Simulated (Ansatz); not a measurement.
Cost and result for the atomization energy of `C[O][Ga]([OH])[O]C` (13 atoms, 12 bonds).

Cartesian coordinates in Å:
```
C -1.8211 -0.8715 1.3652
O -0.6202 -0.7571 0.6345
Ga -0.1439 0.7354 -0.1846
O -1.1982 2.1601 -0.0998
O 1.3814 0.7874 -1.0763
C 2.2390 -0.3296 -1.1675
H -2.4408 -1.6631 0.9312
H -2.4097 0.0526 1.3787
H -1.5946 -1.1456 2.4008
H -0.8475 2.9155 -0.5769
H 3.2292 -0.0611 -0.7852
H 2.3473 -0.6256 -2.2162
H 1.8791 -1.1973 -0.6038
```

Charge 0, multiplicity 1. Correlated methods include outer-core shells of Ga, which these sets cover unevenly. Scalar relativity is left out up to krypton. All single points use the PBE0-D4/def2-TZVP geometry. It is one conformer, not always the lowest. Program: Ansatz. All runs use 2 threads of an AMD EPYC 7R13 on a shared host and a share of an NVIDIA H100 80 GB. Times are those of one run each, without the atoms' runs, and a repeat can differ threefold. Electronic energies, without spin–orbit coupling; frozen cores. CCSD(T)/CBS adds CCSD(T) − MP2 in def2-TZVPP to the MP2 limit, and its time is that of the two runs behind it. T1 = 0.014. With those shells the extrapolation isn't a true limit. B3LYP takes the VWN-RPA correlation (the form of Gaussian; ORCA's B3LYP/G).

CCSD(T)/CBS is a level of theory with its own doubt, some kJ/mol a heavy atom from the limit and from the frozen cores, so smaller differences don't rank the functionals.

```csv
level,functions,wall time,atomization (kcal/mol),difference from CCSD(T)/CBS,per bond
B3LYP-D4/def2-TZVPP (with forces),301,3.2 s,1148.9,-12.3,-1.0
PBE0-D4/def2-TZVPP,301,3.7 s,1149.2,-12.0,-1.0
r2SCAN-D4/def2-TZVPP (with forces),301,3.8 s,1158.6,-2.6,-0.2
ωB97X-V/def2-TZVPP,301,6 s,1157.6,-3.6,-0.3
CCSD(T)/def2-TZVPP,301,6 s,1132.7,-28.5,-2.4
B2PLYP/def2-TZVPP,301,6.5 s,1143.8,-17.4,-1.4
PBE-D4/def2-TZVPP (with forces),301,7 s,1177.5,16.3,1.4
ωB97M-V/def2-TZVPP (with forces),301,7 s,1154.7,-6.5,-0.5
MP2/def2-QZVPP,584,7.5 s,1177.7,16.5,1.4
CCSD(T)/CBS(def2),–,14 s,1161.2,0.0,0.0
```

In def2-TZVPP, CCSD(T) changes the Hartree–Fock value by +321.8 kcal/mol (the triples alone add +18.9 kcal/mol) and MP2 by +349.7 kcal/mol; breaking electron pairs costs correlation energy, which Hartree–Fock lacks. The D4 term adds +9.2 kcal/mol with B3LYP and +4.9 kcal/mol with PBE0; it sums over pairs of atoms, weighted by their polarisabilities, and B3LYP, whose exchange is more repulsive, gets the larger term. From PBE to PBE0 (25 % exact exchange), in def2-TZVPP and without D4, the atomization energy moves by −27.5 kcal/mol: exact exchange takes away binding that semilocal exchange gives to molecules.
